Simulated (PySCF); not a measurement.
Geometry:
```json
{"atom": "C1", "x (Å)": "2.635", "y (Å)": "0.684", "z (Å)": "-0.514"}
{"atom": "C2", "x (Å)": "2.090", "y (Å)": "-0.347", "z (Å)": "0.438"}
{"atom": "O3", "x (Å)": "2.752", "y (Å)": "-1.291", "z (Å)": "0.818"}
{"atom": "Si4", "x (Å)": "0.252", "y (Å)": "-0.278", "z (Å)": "1.033"}
{"atom": "C5", "x (Å)": "-0.799", "y (Å)": "-1.414", "z (Å)": "-0.062"}
{"atom": "C6", "x (Å)": "-2.206", "y (Å)": "-0.799", "z (Å)": "-0.199"}
{"atom": "Si7", "x (Å)": "-2.025", "y (Å)": "1.083", "z (Å)": "-0.244"}
{"atom": "N8", "x (Å)": "-0.565", "y (Å)": "1.229", "z (Å)": "0.707"}
{"atom": "H9", "x (Å)": "3.675", "y (Å)": "0.446", "z (Å)": "-0.779"}
{"atom": "H10", "x (Å)": "2.011", "y (Å)": "0.727", "z (Å)": "-1.421"}
{"atom": "H11", "x (Å)": "2.579", "y (Å)": "1.685", "z (Å)": "-0.056"}
{"atom": "H12", "x (Å)": "0.271", "y (Å)": "-0.662", "z (Å)": "2.478"}
{"atom": "H13", "x (Å)": "-0.306", "y (Å)": "-1.459", "z (Å)": "-1.049"}
{"atom": "H14", "x (Å)": "-0.825", "y (Å)": "-2.449", "z (Å)": "0.314"}
{"atom": "H15", "x (Å)": "-2.749", "y (Å)": "-1.197", "z (Å)": "-1.072"}
{"atom": "H16", "x (Å)": "-2.816", "y (Å)": "-1.044", "z (Å)": "0.687"}
{"atom": "H17", "x (Å)": "-3.185", "y (Å)": "1.804", "z (Å)": "0.370"}
{"atom": "H18", "x (Å)": "-1.870", "y (Å)": "1.615", "z (Å)": "-1.638"}
{"atom": "H19", "x (Å)": "-0.256", "y (Å)": "2.115", "z (Å)": "1.092"}
```

Geometry: PBE0-D3(BJ)/def2-SVP; GIAO shifts from PySCF 2.14, gas phase, non-relativistic, averaged over equivalent atoms.

At WP04/pcSseg-1 (205 basis functions, 67 s wall time on 1 thread of an Arm Neoverse N1, shared host):
| atoms | δ (ppm) |
| --- | --- |
| C2 | 248.7 |
| C1 | 37.9 |
| C5 | 8.9 |
| C6 | 8.7 |
| O3 | 786.7 |
| Si7 | -22.5 |
| Si4 | -30.3 |
| N8 | 12.2 |
| H18 | 4.23 |
| H17 | 4.22 |
| H12 | 3.99 |
| H9/H10/H11 | 2.32 |
| H14 | 1.08 |
| H15 | 0.94 |
| H16 | 0.78 |
| H13 | 0.50 |
| H19 | 0.22 |

Chemical shifts δ = σref − σ; TMS for 13C (σ = 172.44 ppm) and 29Si (σ = 338.69 ppm) and 1H (σ = 31.56 ppm); 17O (σ = 317.54 ppm) against H2O; 15N (σ = 246.90 ppm) vs NH3, all at this level.

Predict the values at PBE0/pcSseg-1 on the same geometry.

Results:


```tsv
atoms	δ at PBE0/pcSseg-1	change
C2	247.8	-0.9
C1	38.4	+0.5
C5	6.9	-2.0
C6	6.5	-2.2
O3	848.7	+62.0
Si7	-15.8	+6.7
Si4	-24.9	+5.4
N8	20.8	+8.6
H18	4.96	+0.73
H17	4.98	+0.76
H12	4.56	+0.57
H9/H10/H11	2.40	+0.08
H14	1.21	+0.13
H15	1.07	+0.13
H16	0.92	+0.14
H13	0.58	+0.08
H19	0.29	+0.07
```

Scale: TMS for 13C (σ = 184.41 ppm), 29Si (σ = 351.99 ppm), 1H (σ = 31.27 ppm); 17O (σ = 334.56 ppm) vs H2O; 15N (σ = 265.67 ppm) against NH3 (reference shieldings calculated alike).

The largest change is at O3 (carbonyl oxygen). Cost: 205 basis functions, 71 s wall time on 1 thread of an Arm Neoverse N1, shared host. The order of the carbon signals is the same at both levels.

Unscaled 17O shifts of doubly bonded oxygen tend to come out too high, by tens of ppm or more. Experimental scales use liquid or dissolved standards, which lie at an offset from isolated NH3 (liquid NH3: subtract about 20 ppm) and H2O (liquid H2O: subtract about 36 ppm).
